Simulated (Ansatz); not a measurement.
Input for Ansatz (a first-principles code): R-RI-MP2/def2-QZVPP on H4O4Ti (SMILES [OH][Ti]([OH])([OH])[OH]). The basis file is the Basis Set Exchange's JSON of that set.

Ansatz 0.2 input:
```yaml
crystal:
  periodic: [false, false, false]
  atoms:
    - {symbol: Ti, position_ang: [-0.00003448, -0.00000049, -0.00001543]}
    - {symbol: O, position_ang: [1.17964366, 0.87702158, 1.06047363]}
    - {symbol: H, position_ang: [2.13878409, 0.91348166, 1.01673114]}
    - {symbol: O, position_ang: [0.87698744, -1.17966292, -1.06052583]}
    - {symbol: H, position_ang: [0.91349839, -2.13879775, -1.01673223]}
    - {symbol: O, position_ang: [-0.87705909, 1.17969635, -1.06048409]}
    - {symbol: H, position_ang: [-0.91335970, 2.13884480, -1.01676473]}
    - {symbol: O, position_ang: [-1.17965875, -0.87705407, 1.06050237]}
    - {symbol: H, position_ang: [-2.13880156, -0.91352916, 1.01681516]}
basis:
  gaussian:
    orbitals: def2-QZVPP.json
    fitting: {mean_field: def2-universal-JKFIT, correlation: def2-QZVPP-RIFIT.json}
magnetization: {spin_polarized: false}
correlation: {method: mp2, electrons: outside_noble_gas}
scf: {lower_state_search: off}
```

Program output:

```
WARN ansatz: RAYON_NUM_THREADS=4 ignored (pool sized by the plan → 4); use --threads N
Functional definition: HF
these checks for a lower state are left out or cut short: stability, starts, cluster_reference, orbital_swaps, neighbouring_geometries, increment
integrals: 0.83 GiB planned
644 factors; integrals over basis functions are off by at most 1.3e0 eV
mean field: 1.32 GiB planned
mean field evaluation 1: about -31296.8955 eV, gradient 8.4e1 eV
mean field evaluation 2: about -31297.2580 eV, gradient 8.7e1 eV
mean field evaluation 4: about -31308.4818 eV, gradient 2.1e0 eV
mean field evaluation 8: about -31308.4981 eV, gradient 2.1e-6 eV
mean field -31308.49808135 eV, -1150.5660828273 hartree, gradient 2.1e-6 eV, S^2 0.000000; 0 other end points of the search recorded, 0 dependent functions left out
13 core orbitals not correlated
1097 factors; their error is unknown
reference -31308.49808135 eV, -1150.5660828273 hartree; 16, 16 occupied and 412, 412 virtual orbitals, 1097 factors
second order -33.36696463 eV of doubles, -0.00000000 eV of singles
Total energy: -31341.86504598 eV, -1151.7922961605 hartree
Checks for a lower state left out: stability, starts, cluster_reference, orbital_swaps, neighbouring_geometries, increment
```

The run converged.

Cost: very roughly 13 core-seconds.
